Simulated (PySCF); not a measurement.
Two species compared at the same levels of theory.

First species: 2-bromoacrolein, C3H3BrO.
Numbering: `[CH2:1]=[C:2]([Br:3])[CH:4]=[O:5]` (hydrogens: H6, H7 on C1; H8 on C4)

Second species: C₇H₁₃FSi.
SMILES: `C=C[C@@H]1C[C@@H](F)CC[SiH2]1`

Levels: CAM-B3LYP/def2-SVPD for HOMO energy, LUMO energy, HOMO–LUMO gap and static isotropic polarisability; TDDFT CAM-B3LYP/def2-SVPD for lowest singlet excitation; TDA CAM-B3LYP/def2-SVPD for lowest triplet excitation (Tamm–Dancoff); ΔSCF CAM-B3LYP/def2-SVPD for vertical ionisation energy. Geometries: PBE0-D3(BJ)/def2-SVP. All species are isolated and taken at one optimised geometry, non-relativistic unless stated; the electronic structure was computed with PySCF and density fitting.

The conformers computed, where there is a choice (atom-mapped SMILES and torsion angles):
- `[CH2:1]=[C:2]([Br:3])[CH:4]=[O:5]`: C1–C2–C4–O5 -1°

The conformers of `C=C[C@@H]1C[C@@H](F)CC[SiH2]1` aren't listed.

(1) Which has the higher HOMO–LUMO gap?

(2) Which of the two has the higher HOMO energy, and by how much?

(3) Which of the two has the higher vertical ionisation energy, and by how much?

(4) Which of the two has the higher S1 energy, and by how much?

(5) Which of the two has the higher T1 energy, and by how much?

(6) Which has the higher static isotropic polarisability?

(7) Which has the higher LUMO energy?

Answers

(1) The second: 9.41 eV against 7.84 eV, a difference of 1.57 eV.

(2) The second: -8.30 eV against -9.18 eV, a difference of 0.88 eV.

(3) The first: 10.15 eV against 8.95 eV, a difference of 1.20 eV.

(4) The second: 6.70 eV against 3.78 eV, a difference of 2.92 eV.

(5) The second: 4.22 eV against 3.18 eV, a difference of 1.04 eV.

(6) The second: 108.9 au against 61.0 au, a difference of 47.9 au.

(7) The second: 1.11 eV against -1.34 eV, a difference of 2.45 eV.

On the first: No computed singlet falls in the visible range (750 to 380 nm, 1.65 to 3.26 eV); S1 lies 0.52 eV above its blue end. The vertical singlet–triplet gap S1 − T1 is 0.60 eV (TDDFT singlet less Tamm–Dancoff triplet; S1: HOMO−1→LUMO, weight 0.90; T1: HOMO→LUMO, weight 0.82). The calculation is non-relativistic and has no spin–orbit coupling, an omission that weighs most on bromine.

On the second: The 10 singlets span 6.70 to 8.34 eV, and their oscillator strengths add up to 0.64. S1 lies 2.71 eV below the HOMO–LUMO gap; its leading configuration is HOMO→LUMO+1, weight 0.55, beside HOMO→LUMO, weight 0.39.
